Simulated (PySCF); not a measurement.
# One molecule, several mistakes: Al2CGeH4

All numbers below are calculated, not measured. The program is PySCF 2.14.0, an open-source quantum chemistry code, run on an isolated molecule that a program drew, which may never have been made. The molecule is Al2CGeH4 (charge 0, singlet), drawn as the SMILES string `[Al][C]([AlH2])=[GeH2]`.

Each row is a Hartree-Fock (HF) and frozen-core CCSD(T) single point in the cc-pV(D+d)Z basis, meant for a local HF minimum. Run 1 is clean. Each other run has one planted mistake out of seven kinds, and not every kind appears here: one electron removed, one electron added, multiplicity raised by two, geometry at a saddle point, minimal basis STO-3G, one bond length entered in bohr, all coordinates scaled. The reference is restricted for singlets and unrestricted otherwise, and also for a bond in bohr. Adding or removing an electron swaps singlet and doublet. Electrons count all cores. HOMO and LUMO are orbital energies over both spins, the gradient is its largest component, and the lowest frequency (negative if imaginary) is given only where the gradient is small. Bond lengths are over the 7 bonds as drawn. T1 is the CCSD diagnostic: over 0.02 (restricted) or 0.045 (unrestricted) a single reference is doubtful. Germanium has the cc-pVDZ-PP basis, with a core potential (ECP10MDF) in place of its 10 inner electrons, and its 3s, 3p and 3d shells are frozen in CCSD(T).

Geometry of the clean run:
```xyz
8
Al2CGeH4, angstrom
Al   -0.8136   -2.0613    1.1983
C    -0.5121   -0.5162    0.0271
Al    0.0562    1.2322    0.6039
Ge   -0.7782   -0.7117   -1.7275
H     0.3202    1.5155    2.1413
H     0.2683    2.4109   -0.4371
H    -1.2313   -2.0152   -2.3916
H    -0.5940    0.3732   -2.7876
```

```
run,electrons,basis functions,<S^2>,HOMO (eV),LUMO (eV),gradient (hartree/bohr),lowest frequency (cm^-1),mean bond (Å),longest bond (Å),T1,HF (hartree),CCSD(T) (hartree),mistake
1,68,103,0.000,-7.52,0.63,2.5e-05,110,1.7009,1.962,0.0156,-817.34587,-817.75161,no fault
2,67,103,0.784,-13.84,-5.51,2.4e-02,-,1.7009,1.962,0.0213,-817.10786,-817.47954,one electron removed
3,69,103,0.866,-0.56,5.07,5.5e-02,-,1.7009,1.962,0.0304,-817.34603,-817.76705,one electron added
4,68,103,0.881,-7.32,0.54,8.7e-03,-,1.9026,2.999,0.0654,-817.24696,-817.64563,?
5,68,103,0.000,-7.25,0.80,7.0e-02,-,1.5512,1.789,0.0136,-817.27709,-817.67333,?
```

**Which mistake was planted in run 4, and what did it cost?**

The mean bond changes by a factor of 1.119 and the longest by 1.529, so the molecule wasn't scaled as a whole. A length L in bohr read as angstrom grows by (1/0.5292 - 1) L = 0.890 L. The 7 bonds together grew by 7 x 0.2017 = 1.412 Å, which gives L = 1.587 Å. That is the length of one of the Al-H bonds, 1.587 Å in the clean geometry. So the mistake is: one bond length entered in bohr. Subtracting run 1 and multiplying by 627.51 kcal/mol a hartree, the energy moved by 62.1 kcal/mol in HF and 66.5 kcal/mol in CCSD(T).

**Which mistake was planted in run 5, and what did it cost?**

The mean and the longest bond both change by the same factor, 0.912, and the gradient is no longer small. So the mistake is: all coordinates scaled. Subtracting run 1 and multiplying by 627.51 kcal/mol a hartree, the energy moved by 43.2 kcal/mol in HF and 49.1 kcal/mol in CCSD(T).

Cautions from the logs. Run 4: T1 is over the limit, so its CCSD(T) energy is less reliable.
